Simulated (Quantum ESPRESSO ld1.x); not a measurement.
Q: The mean radii <r> (bohr) of the occupied orbitals of an atom or ion are listed with their occupations. Calculated with ld1.x of Quantum ESPRESSO 7.5: scalar-relativistic Kohn-Sham, LDA (Slater exchange, Perdew-Zunger correlation), spin-polarised, spherical densities, point nucleus.

| orbital | occ. | <r> |
|---|---|---|
| 1s | 2 | 0.01632 |
| 2s | 2 | 0.06877 |
| 2p | 6 | 0.06236 |
| 3s | 2 | 0.1776 |
| 3p | 6 | 0.1793 |
| 3d | 10 | 0.1624 |
| 4s | 2 | 0.3913 |
| 4p | 6 | 0.4169 |
| 4d | 10 | 0.4380 |
| 5s | 2 | 0.8358 |
| 4f | 14 | 0.4589 |
| 5p | 6 | 0.9229 |

Name the element and its charge. Open shells, if any, are filled with parallel spins first.

A: Z = 81, thallium, charge +13: Tl13+ in [Xe] 4f14. The 1s radius gives Z: for a bare nucleus <r> = (2 gamma + 1)/(2Z) with gamma = sqrt(1 - (Z/c)^2), 0.01613 bohr for Z = 81, and screening makes it slightly larger (0.01632 here). The occupations add up to 68, and the charge is Z minus that.
